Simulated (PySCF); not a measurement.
Compound: C3H5F5Si.
Cartesian coordinates in Å at the GFN2-xTB level; atoms count from 1:
```
atom  x, y, z in Å
F1    -2.2196    1.0038   -1.0223
C2    -1.9933    0.4337    0.1659
F3    -1.9560    1.4166    1.0718
F4    -3.0409   -0.3344    0.4490
C5    -0.6529   -0.3470    0.1497
F6    -0.5211   -0.9458    1.3626
F7    -0.7921   -1.3626   -0.7429
C8     0.5315    0.5191   -0.1736
Si9    2.1529   -0.5115   -0.1720
H10    0.3570    0.9750   -1.1472
H11    0.5754    1.3158    0.5675
H12    2.3322   -1.0626    1.1675
H13    3.2020    0.4493   -0.5091
H14    2.0242   -1.5499   -1.1891
```

The closed-shell SCF was solved with PySCF and density fitting under several settings on one GFN2-xTB geometry (grid level 2 and gas phase unless stated).

```tsv
settings	basis functions	SCF cycles	E (Eh)	HOMO (eV)	LUMO (eV)	dipole (D)
PBE0/pcSseg-1	185	13	-905.2557	-9.66	0.51	2.35
PBE0/def2-SVPD	239	13	-904.7971	-9.69	0.21	2.45
```

Estimate the rows for these settings: (1) wB97X/pcSseg-1; (2) PW91/def2-SVPD, IEF-PCM dimethylsulfoxide; (3) LC-wPBE/def2-SVP, IEF-PCM acetonitrile.

```csv
settings,basis functions,SCF cycles,E (Eh),HOMO (eV),LUMO (eV),dipole (D)
wB97X/pcSseg-1,185,13,-905.8528,-12.07,2.56,2.39
"PW91/def2-SVPD, IEF-PCM dimethylsulfoxide",239,13,-905.3380,-8.08,-0.44,2.94
"LC-wPBE/def2-SVP, IEF-PCM acetonitrile",155,14,-905.0631,-12.03,3.43,2.64
```

Over all rows, what range does the HOMO–LUMO gap span?

From 7.64 eV (PW91/def2-SVPD, IEF-PCM dimethylsulfoxide) to 15.46 eV (LC-wPBE/def2-SVP, IEF-PCM acetonitrile). The functional of the narrowest has no exact exchange, that of the widest range-separated exact exchange.

And the dipole moment?

From 2.35 D (PBE0/pcSseg-1) to 2.94 D (PW91/def2-SVPD, IEF-PCM dimethylsulfoxide); the largest is 1.25 times the smallest, and the median is 2.45 D.

Compare two rows with the functional PBE0: PBE0/pcSseg-1 and PBE0/def2-SVPD. Which energy is lower, and by how much?

PBE0/pcSseg-1 (185 functions) lies 0.4586 Eh or 288 kcal/mol below PBE0/def2-SVPD (239 functions). The smaller set gives the lower energy; the two sets aren't nested, so the variational bound doesn't order them by size.

Cycle counts include a coarse-grid stage where the run had one. The structure is a single GFN2-xTB conformer; no vibrational corrections.
